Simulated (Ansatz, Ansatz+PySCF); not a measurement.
```xyz
7

S     0.0000    0.0000    0.0000
F     1.5807    0.0000    0.0000
F    -1.5807    0.0000    0.0000
F     0.0000    1.5807    0.0000
F     0.0000   -1.5807    0.0000
F     0.0000    0.0000    1.5807
F     0.0000    0.0000   -1.5807
```

RHF on singlet SF₆ was run in several spherical basis sets with Ansatz (development build ahead of 0.2.0).

Task: Rank the basis sets by the total energy that they give, lowest first, with the distance from the lowest.
A. cc-pVTZ
B. def2-SVP
C. def2-TZVP

Result: C (0.00 eV), A (1.35 eV), B (26.43 eV).

Totals follow the description of the cores as much as that of the bonds, so this order isn't one of quality for chemistry.
